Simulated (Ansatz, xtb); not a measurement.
C4H7NOSi: which of two isomers lies lower

Structure a: `C[SiH2][C@@H](C#N)C=O`, a singlet. Structure b: `N#CC[SiH2]CC=O`, a singlet. Both are isolated molecules in the gas phase, relaxed with PBE0-D3(BJ)/def2-SVP, each in the lowest conformer that the search found.

a (Å):

```yaml
atoms:
  - { symbol: C, position_ang: [-1.2152, 1.4623, -0.5202] }
  - { symbol: C, position_ang: [0.4998, 0.1979, 1.7155] }
  - { symbol: C, position_ang: [1.4386, 0.4811, 2.7794] }
  - { symbol: C, position_ang: [-0.6299, -0.7155, 2.1358] }
  - { symbol: N, position_ang: [2.1616, 0.7272, 3.6505] }
  - { symbol: O, position_ang: [-1.3357, -1.2834, 1.3479] }
  - { symbol: Si, position_ang: [-0.2664, 1.8518, 1.0387] }
  - { symbol: H, position_ang: [-1.7789, 2.3437, -0.8616] }
  - { symbol: H, position_ang: [-1.9196, 0.6367, -0.3395] }
  - { symbol: H, position_ang: [-0.5305, 1.1581, -1.3263] }
  - { symbol: H, position_ang: [-1.1406, 2.3888, 2.1221] }
  - { symbol: H, position_ang: [0.8801, 2.7764, 0.8106] }
  - { symbol: H, position_ang: [1.0135, -0.2512, 0.8481] }
  - { symbol: H, position_ang: [-0.7896, -0.7975, 3.2395] }
```

b (Å):

```xyz
14

C    -0.7437    1.8267    1.8170
C    -1.2323    1.6497    0.4666
C     1.2956   -0.0719    0.0135
C     0.5445   -1.3588    0.1860
N    -0.2830    1.9394    2.8746
O    -0.6372   -1.4767   -0.0191
Si    0.2171    1.2970   -0.7213
H    -1.7864    2.5440    0.1402
H    -1.9115    0.7833    0.4282
H     1.0368    2.5365   -0.8618
H    -0.3330    0.9117   -2.0516
H     2.2070   -0.2509   -0.5833
H     1.6645    0.2454    1.0077
H     1.1453   -2.2368    0.5342
```

Q: Which of the two would you expect CCSD(T)/def2-SVP + ΔMP2/def2-TZVPP electronic energies to favour?

A: Structure b; the calculation gives E(b) − E(a) = −1.72 kcal/mol.

How the difference moves with the method:

```json
{"level": "GFN2-xTB", "geometry": "GFN2-xTB", "E(b) − E(a) (kcal/mol)": "+0.88", "departure from the last row (kcal/mol)": "+2.60", "job, with rough time for the two": "optimisation, 0.36 s"}
{"level": "HF/STO-3G", "geometry": "GFN2-xTB", "E(b) − E(a) (kcal/mol)": "−2.59", "departure from the last row (kcal/mol)": "−0.86", "job, with rough time for the two": "single point, 0.44 s"}
{"level": "r2SCAN-D4/def2-SVP", "geometry": "GFN2-xTB", "E(b) − E(a) (kcal/mol)": "−1.94", "departure from the last row (kcal/mol)": "−0.21", "job, with rough time for the two": "single point, 3.4 s"}
{"level": "PBE0-D3(BJ)/def2-SVP", "geometry": "PBE0-D3(BJ)/def2-SVP", "E(b) − E(a) (kcal/mol)": "−2.31", "departure from the last row (kcal/mol)": "−0.58", "job, with rough time for the two": "optimisation, 80 s"}
{"level": "HF/def2-SVP", "geometry": "PBE0-D3(BJ)/def2-SVP", "E(b) − E(a) (kcal/mol)": "−3.45", "departure from the last row (kcal/mol)": "−1.72", "job, with rough time for the two": "part of the CCSD(T) run"}
{"level": "MP2/def2-SVP", "geometry": "PBE0-D3(BJ)/def2-SVP", "E(b) − E(a) (kcal/mol)": "−1.49", "departure from the last row (kcal/mol)": "+0.24", "job, with rough time for the two": "part of the CCSD(T) run"}
{"level": "CCSD(T)/def2-SVP", "geometry": "PBE0-D3(BJ)/def2-SVP", "E(b) − E(a) (kcal/mol)": "−2.06", "departure from the last row (kcal/mol)": "−0.33", "job, with rough time for the two": "single point"}
{"level": "CCSD(T)/def2-SVP + ΔMP2/def2-TZVPP", "geometry": "PBE0-D3(BJ)/def2-SVP", "E(b) − E(a) (kcal/mol)": "−1.72", "departure from the last row (kcal/mol)": "", "job, with rough time for the two": "single point, 50 s"}
```

As drawn, both hold the same kinds of bond in the same numbers. Structure a has 1 methyl group, b 0.

GFN2-xTB puts the two in the other order. The largest departure from CCSD(T)/def2-SVP + ΔMP2/def2-TZVPP is that of GFN2-xTB, 2.60 kcal/mol. The last row adds to CCSD(T) the change of the MP2 difference between the two basis sets, here +0.33 kcal/mol.

With thermal terms from frequencies at re-optimised GFN2-xTB minima (ideal gas, soft modes damped towards free rotors, one conformer each, 298.15 K, 1 atm): on the last row, ΔE + ΔZPE = −1.68, ΔH = −1.83, ΔG = −1.59 kcal/mol.

The correlated steps freeze 11 core orbitals. Mirror images aren't counted in ΔG. Run with Ansatz 0.2.0, xtb 6.7.1; the last row on 2 threads of Intel(R) Xeon(R) 6975P-C (Granite Rapids) on a shared host.
